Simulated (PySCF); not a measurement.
Cl3Si, SMILES Cl[Si](Cl)Cl, multiplicity 2.

Geometry optimised at PBE0-D3(BJ)/def2-SVP. The isomer is the one that the SMILES or the coordinates give; other isomers of the formula were not compared.

Calculation: PySCF with TDA-LC-ωPBE/def2-SVPD.

Vertical excitations; the highest root listed may be one member of a degenerate set. Isolated molecule, no solvent.

Question: List the lowest excited states. (Estimate from the structure and the level; the computed values follow.)

Answer: 
```csv
state,energy (eV),λ (nm),f,main pairs
root 1,5.17,240,0.000,β HOMO→LUMO 94 %
root 2,5.49,226,0.002,β HOMO−2→LUMO (degenerate set)
root 3,5.49,226,0.002,β HOMO−1→LUMO (degenerate set)
root 4,5.74,216,0.044,"α HOMO→LUMO+1, β HOMO−3→LUMO (degenerate set)"
root 5,5.74,216,0.044,"α HOMO→LUMO+2, β HOMO−4→LUMO (degenerate set)"
root 6,5.85,212,0.009,"α HOMO→LUMO 78 %, α HOMO→LUMO+3 12 %"
root 7,6.04,205,0.067,"α HOMO→LUMO+1, β HOMO−3→LUMO (degenerate set)"
root 8,6.05,205,0.067,"α HOMO→LUMO+2, β HOMO−4→LUMO (degenerate set)"
root 9,6.61,187,0.044,β HOMO−5→LUMO 85 %
root 10,7.30,170,0.025,"α HOMO→LUMO+3 72 %, α HOMO→LUMO+6 13 %"
```
Unrestricted roots are not spin-pure.
